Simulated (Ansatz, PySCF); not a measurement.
3-fluorothiophene (C₄H₃FS), SMILES Fc1ccsc1. Atoms are numbered in the order given.

```xyz
9

F     -0.2371     2.3285     0.0000
C     -0.0588     1.0053     0.0000
C      1.2409     0.4178     0.0000
C      1.1668    -0.9512     0.0000
S     -0.4699    -1.5142     0.0000
C     -1.0893     0.1024     0.0000
H      2.1642     0.9969     0.0000
H      1.9883    -1.6655     0.0000
H     -2.1566     0.3107     0.0000
```
Charge 0, spin multiplicity 1.

Geometry optimised at B3LYP-D3(BJ)/def2-SVP.

Two levels are set side by side: PBE-D3(BJ)/def2-SVP (Ansatz, a program for electronic structure) and B3LYP-D3(BJ)/def2-SVP (Ansatz). Each level has its own optimised geometry; the coordinates shown are those of the second. Frequencies come from the Hessian of PySCF at each geometry. Differences are taken from unrounded values.

| quantity | B3LYP-D3(BJ) |
|---|---|
| mean bond length (Å) | 1.359 |
| bond F1–C2 (Å) | 1.335 |
| bond C2–C3 (Å) | 1.426 |
| bond C2–C6 (Å) | 1.370 |
| bond C3–C4 (Å) | 1.371 |
| bond C4–S5 (Å) | 1.731 |
| bond S5–C6 (Å) | 1.731 |
| bond C3–H7 (Å) | 1.090 |
| bond C4–H8 (Å) | 1.089 |
| bond C6–H9 (Å) | 1.087 |
| highest harmonic wavenumber (cm⁻¹) | 3268 |
| mean harmonic wavenumber (cm⁻¹) | 1228 |
| zero-point energy (kcal/mol) | 36.88 |

**Question.** What does PBE-D3(BJ) give, and how far is it from B3LYP-D3(BJ)? (An estimate is asked for; the answer gives what the named calculation found.)

**Answer.** 
```json
[
 {"quantity": "mean bond length (Å)", "PBE-D3(BJ)": "1.365", "PBE-D3(BJ) minus B3LYP-D3(BJ)": "0.006"},
 {"quantity": "bond F1–C2 (Å)", "PBE-D3(BJ)": "1.340", "PBE-D3(BJ) minus B3LYP-D3(BJ)": "0.005"},
 {"quantity": "bond C2–C3 (Å)", "PBE-D3(BJ)": "1.429", "PBE-D3(BJ) minus B3LYP-D3(BJ)": "0.002"},
 {"quantity": "bond C2–C6 (Å)", "PBE-D3(BJ)": "1.382", "PBE-D3(BJ) minus B3LYP-D3(BJ)": "0.011"},
 {"quantity": "bond C3–C4 (Å)", "PBE-D3(BJ)": "1.380", "PBE-D3(BJ) minus B3LYP-D3(BJ)": "0.009"},
 {"quantity": "bond C4–S5 (Å)", "PBE-D3(BJ)": "1.733", "PBE-D3(BJ) minus B3LYP-D3(BJ)": "0.002"},
 {"quantity": "bond S5–C6 (Å)", "PBE-D3(BJ)": "1.731", "PBE-D3(BJ) minus B3LYP-D3(BJ)": "0.000"},
 {"quantity": "bond C3–H7 (Å)", "PBE-D3(BJ)": "1.098", "PBE-D3(BJ) minus B3LYP-D3(BJ)": "0.008"},
 {"quantity": "bond C4–H8 (Å)", "PBE-D3(BJ)": "1.096", "PBE-D3(BJ) minus B3LYP-D3(BJ)": "0.008"},
 {"quantity": "bond C6–H9 (Å)", "PBE-D3(BJ)": "1.095", "PBE-D3(BJ) minus B3LYP-D3(BJ)": "0.008"},
 {"quantity": "highest harmonic wavenumber (cm⁻¹)", "PBE-D3(BJ)": "3207", "PBE-D3(BJ) minus B3LYP-D3(BJ)": "-61"},
 {"quantity": "mean harmonic wavenumber (cm⁻¹)", "PBE-D3(BJ)": "1196", "PBE-D3(BJ) minus B3LYP-D3(BJ)": "-33"},
 {"quantity": "zero-point energy (kcal/mol)", "PBE-D3(BJ)": "35.89", "PBE-D3(BJ) minus B3LYP-D3(BJ)": "-0.98"}
]
```

Exact exchange shortens and stiffens bonds; PBE has none. Differences between two approximate levels are no errors against the true value.
